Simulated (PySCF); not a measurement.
**Correlation energy of B (boron, neutral)**

[He] 2s2 3s1, 2S determinant (an excited configuration). Calculation: PySCF 2.14, in x2c-QZVPPall with one added diffuse shell each of s, p, d, f type (8s5p4d3f1g, 73 functions); the spin-free X2C one-electron Hamiltonian (Gaussian nucleus). Frozen: nothing; 5 electrons correlated.

MP2 pair energies summed by pair of shells (mhartree):

| pair | energy | share (%) |
| --- | --- | --- |
| 2s-2s | -37.17 | 60.6 |
| 1s-1s | -13.98 | 22.8 |
| 2s-3s | -6.13 | 10.0 |
| 1s-2s | -3.94 | 6.4 |
| 1s-3s | -0.13 | 0.2 |

Total MP2 correlation energy: -61.35 mhartree.

Same-spin part -2.78 and opposite-spin part -58.57 mhartree; SCS-MP2 scales them by 1/3 and 6/5 to -71.21 mhartree.

This basis was not built for core-valence correlation, so the inner-shell part is incomplete.
